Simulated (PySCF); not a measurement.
Simulated absorption spectrum

Compound: C5H11PSi.
Cartesian coordinates in Å at the GFN2-xTB level; atoms count from 1:
```
atom  x, y, z in Å
C1     3.0990    0.3472    0.7343
C2     2.3427   -0.9743    0.5861
C3     0.9261   -0.7438    0.3915
C4    -0.2530   -0.5421    0.2330
Si5   -2.0439   -0.1223    0.0371
C6    -2.6496   -0.6262   -1.6944
P7    -2.3954    2.0943    0.2824
H8     4.1601    0.1589    0.8818
H9     2.9735    0.9577   -0.1571
H10    2.7215    0.9061    1.5876
H11    2.7326   -1.5354   -0.2685
H12    2.4770   -1.5848    1.4841
H13   -2.7980   -0.8055    1.1014
H14   -2.0954   -0.1138   -2.4758
H15   -2.5351   -1.6940   -1.8497
H16   -3.7002   -0.3793   -1.8184
H17   -1.6455    2.1891    1.4402
H18   -1.3252    2.4747   -0.5073
```

The calculation used TDDFT wB97X-D/def2-SVPD, vertical, gas phase, core orbitals frozen in the response (PySCF).

Each state is given a Gaussian of 0.4 eV full width at half maximum, with ε(max) = 2.175×10⁸ f / Δν̃ (Δν̃ the width in cm⁻¹). The width is an assumption, not a result. The curve ends short of the highest state used, and states not computed would add to its high-energy end.

E (eV), ε (L mol⁻¹ cm⁻¹) and a bar:
```
     5.38          0 
     5.45          1 
     5.51          4 
     5.58         17 
     5.64         50 
     5.71        152 
     5.77        353 #
     5.83        729 #
     5.90       1469 ###
     5.96       2353 #####
     6.03       3501 #######
     6.09       4316 #########
     6.16       4732 #########
     6.22       4508 #########
     6.29       3713 #######
     6.35       2858 ######
     6.42       2003 ####
     6.48       1553 ###
     6.55       1423 ###
     6.61       1725 ###
     6.67       2629 #####
     6.74       4978 ##########
     6.80       8631 #################
     6.87      15050 ##############################
```

Q: Locate the maxima and give the states behind the curve.

A: 201 nm (6.16 eV), ε about 4700, made up of S2 (91%) (ε in L mol⁻¹ cm⁻¹; maxima over ε = 5, shares over 10%). At its high-energy end, 6.87 eV, the curve is still rising (ε about 15000, from S6). The states used: S1 5.98 eV (f 0.0010); S2 6.16 eV (f 0.064); S3 6.19 eV (f 0.0055); S4 6.57 eV (f 0.010); S5 6.84 eV (f 0.010); S6 7.09 eV (f 0.486); S7 7.42 eV (f 0.019); S8 7.47 eV (f 0.019).

Q: What would ε be at 6.16 eV, the highest of these maxima, with half the width (0.2 eV)?

A: About 9300 L mol⁻¹ cm⁻¹ against 4730, a factor of about 1.97; a lone state at its own centre would give exactly 2.

Q: On this curve, what absorbance would a 10⁻⁵ mol/L sample give at 193 nm over a 1 cm path?

A: 193 nm is 6.424 eV, where ε is about 2000 L mol⁻¹ cm⁻¹, so A = ε c l ≈ 0.02 (Beer–Lambert, with the gas-phase spectrum and the assumed width).

Q: Coming from long wavelengths, where does ε first pass 100 L mol⁻¹ cm⁻¹?

A: At about 218 nm (5.68 eV), 0.30 eV below S1.

Hardware: one thread of an Arm Neoverse N1, no GPU, shared host. Cost: 93 s of wall time, 1.1 GiB resident at most.

One conformer stands for the species.
